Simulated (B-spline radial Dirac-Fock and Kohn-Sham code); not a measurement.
# X-ray form factors of rhenium in several charge states

Method: relativistic Hartree-Fock (Dirac-Fock) wave functions, averaged over the configuration. Computed with a radial B-spline solver.

Configurations: Re²³⁺ [Kr] 4d10 4f6; Re²⁴⁺ [Kr] 4d10 4f5; Re²⁵⁺ [Kr] 4d10 4f4; Re²⁷⁺ [Kr] 4d10 4f2; Re³⁴⁺ [Kr] 4d5. The first column is f₀ of Re²³⁺, the others are differences from it.

```tsv
s (Å⁻¹)	Re²³⁺	Δ Re²⁴⁺	Δ Re²⁵⁺	Δ Re²⁷⁺	Δ Re³⁴⁺
0	52.000	-1.000	-2.000	-4.000	-11.000
0.1	51.526	-0.974	-1.950	-3.906	-10.771
0.2	50.143	-0.901	-1.808	-3.634	-10.110
0.3	47.968	-0.790	-1.591	-3.221	-9.089
0.4	45.173	-0.656	-1.327	-2.713	-7.813
0.5	41.965	-0.512	-1.045	-2.165	-6.406
0.7	35.138	-0.253	-0.528	-1.143	-3.655
0.9	28.870	-0.077	-0.171	-0.414	-1.525
1.1	23.897	+0.010	+0.010	-0.022	-0.248
1.4	18.975	+0.038	+0.075	+0.145	+0.393
```
